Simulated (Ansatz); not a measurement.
`[O]=[W](=[S])([Cl])[Cl]` + H–F → `[O]=[W]([F])(=[S])[Cl]` + HCl at 700 K and 1 bar (ligand exchange at a W–Cl bond).

Isolated molecules relaxed with PBE0-D4/def2-TZVP in Ansatz; ΔE leaves out vibrations. CBS: MP2 limit from def2 TZ/QZ plus the TZ coupled-cluster correction, frozen cores. This one scheme is used for every species. def2 core potentials past Kr. For W outer-core shells are correlated without core-valence functions, which leaves a few kJ/mol of doubt a bond.

```csv
species,CCSD(T)/CBS energy (Eh),H − E (kJ/mol),S (J/(mol·K))
`[O]=[W](=[S])([Cl])[Cl]`,-1459.66461,79.5,445.0
H–F,-100.39570,45.2,198.5
`[O]=[W]([F])(=[S])[Cl]`,-1099.67345,80.2,431.9
HCl,-460.38127,38.4,211.8
```

H − E and S are ideal-gas, rigid-rotor, harmonic terms from PBE0-D4/def2-TZVP, for one conformer and one mirror image of each species. 1 Eh = 2625.50 kJ/mol, R = 8.31446 J/(mol·K).

Task: By hand: ΔE, ΔH, ΔS and ΔG.

Result: ΔE = (-1099.67345) + (-460.38127) − (-1459.66461) − (-100.39570) = 0.00559 Eh = 14.7 kJ/mol. Δ(H − E) = 80.2 + 38.4 − 79.5 − 45.2 = -6.1, so ΔH = 8.6 kJ/mol. ΔS = 431.9 + 211.8 − 445.0 − 198.5 = 0.2 J/(mol·K). ΔG = 8.6 − 700 × (0.2)/1000 = 8.5 kJ/mol.

Task: By hand: the equilibrium constant, and the temperature at which ΔG would vanish if ΔH and ΔS stayed fixed.

Result: log₁₀ K = −ΔG/(RT ln 10) = -0.6. ΔG = 0 at ΔH/ΔS = 43000 K, far beyond where these terms or the molecules hold.

The number of gas molecules stays the same, so ΔS is small and ΔH decides. A doubt of 5 kJ/mol in ΔE shifts log₁₀ K by 0.4 here. Other conformers and mirror images would add mixing entropy, several J/(mol·K) or more a flexible species. These are equilibria of isolated gas molecules and say nothing of rates. Largest T1 diagnostic: 0.022 (customary marks: 0.02 for closed shells, 0.045 for open ones).
